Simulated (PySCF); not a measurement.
**Which determinant of AlGa lies lowest?**

Unrestricted PBE0; PySCF, no relativity, basis sets Al pcseg-1, Ga pcseg-1. Outer shells of the fragments: Al 3s2 3p1; Ga 3d10 4s2 4p1.

Followed along the bond (rough minima from three points):

```
2Ms+1  unpaired  ⟨S²⟩ at the start  R at minimum (Å)  Te (eV)
    3  σ ↑, π ↑               2.01              2.72     0.00
    3      π ↑↑               2.01              2.47     0.09
    1  σ ↓, π ↑               1.02              2.71     0.14
    1      π ↑↓               1.00              2.48     0.27
    1      none               0.00              2.52     0.81
```

Solutions found at the starting distance of 2.400 Å, counted from the lowest of them; the search is not exhaustive and high or unbound solutions are not listed, so other states can lie among these:

| 2Ms+1 | unpaired | term | E (eV) | ⟨S²⟩ | ⟨Lz²⟩ | μ (D) |
| --- | --- | --- | --- | --- | --- | --- |
| 3 | π ↑↑ | ³Σ⁻ | 0.00 | 2.01 | 0.00 | -0.13 |
| 3 | σ ↑, π ↑ | ³Π | 0.15 | 2.01 | 1.00 | -0.08 |
| 1 | π ↑↓ | mixed | 0.19 | 1.00 | 2.01 | -0.13 |
| 1 | σ ↓, π ↑ | mixed | 0.28 | 1.02 | 1.00 | -0.09 |
| 1 | none | mixed | 0.75 | 0.00 | 2.00 | -0.11 |
| 3 | π ↑↑ | mixed | 2.28 | 2.01 | 2.01 | -0.06 |

A term symbol is given only where ⟨S²⟩ and ⟨Lz²⟩ are close to those of a pure state; real π, δ and φ orbitals otherwise mix terms. A positive dipole means Al(−)Ga(+).

Compare the gap between the two lowest followed solutions at the starting distance with the gap between their minima.

At PBE0 the second solution (triplet, unpaired electrons π ↑↑) lies -0.15 eV from the first (triplet, unpaired electrons σ ↑, π ↑) at 2.400 Å and +0.09 eV at the minima; the two curves relax by different amounts, since their minima lie near 2.47 and 2.72 Å.

Spin–orbit coupling is left out. Counting both spins, an empty level lies below a filled one in some of these solutions, because spin and occupation are held.
